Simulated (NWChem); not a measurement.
System: SeCl₃, doublet; SMILES Cl[Se](Cl)Cl

All runs: NWChem. Pople sets run with spherical d functions. Spin-unrestricted. In the optimisation the excess spin sits in a' (Cs, its own frame). All runs use the structure optimised with PBE0/def2-SVP, spin-unrestricted. This spin state was assumed; another may lie lower. No stability test was run on the SCF state.

### Question
Taking PBE/6-311G** as the yardstick, which of these has the fewest basis functions while keeping “highest occupied level (eV)” within 0.05 eV of it: PBE/6-31G*; PBE/3-21G; PBE/STO-3G?

### Answer
none of them.
```
level         basis functions  highest occupied level (eV)
------------  ---------------  ---------------------------
PBE/STO-3G                 45                        -4.46
PBE/3-21G                  61                        -6.68
PBE/6-31G*                 86                        -6.43
PBE/6-311G**              122                        -6.60
```

The yardstick is one finite set, not the basis-set limit.
